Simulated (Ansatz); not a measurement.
C₄H₁₂Ge⁺, that is GeMe4 with one electron fewer. Total charge 1; doublet. Geometry PBE-D4/def2-SVP, that of the neutral singlet; atoms count from 1.

```xyz
17

Ge    0.000    0.000    0.000
C     0.252    0.454    1.904
H     0.649   -0.415    2.465
H    -0.711    0.754    2.365
H     0.966    1.294    2.015
C    -0.713    1.568   -0.962
H    -0.859    1.337   -2.036
H    -0.016    2.426   -0.884
H    -1.690    1.877   -0.538
C    -1.271   -1.501   -0.156
H    -1.431   -1.771   -1.219
H    -2.252   -1.231    0.284
H    -0.888   -2.396    0.375
C     1.733   -0.521   -0.786
H     2.154   -1.400   -0.258
H     2.463    0.310   -0.712
H     1.614   -0.784   -1.857
```

Estimate the Mulliken populations from the PBE0/def2-TZVP orbitals of Ansatz.


```tsv
atom	charge (e)	spin (α − β)
Ge1	0.27	0.14
C2	-0.41	0.19
H3	0.20	0.01
H4	0.19	-0.01
H5	0.20	0.01
C6	-0.41	0.19
H7	0.20	0.01
H8	0.19	-0.01
H9	0.20	0.01
C10	-0.41	0.19
H11	0.20	0.01
H12	0.20	0.01
H13	0.19	-0.01
C14	-0.41	0.19
H15	0.20	0.01
H16	0.20	0.01
H17	0.19	-0.01
```
Mulliken values depend strongly on the basis.

Where does the spin sit?

Summed by element: Ge 0.14, C 0.78, H 0.09, of 1 unpaired in all. Largest on single atoms: C14 0.19, C6 0.19, C2 0.19.

And the Mayer bond orders between heavy atoms (over 0.3)?

Ge1–C2 0.91 (1.97 Å); Ge1–C6 0.91 (1.97 Å); Ge1–C10 0.91 (1.97 Å); Ge1–C14 0.91 (1.97 Å).
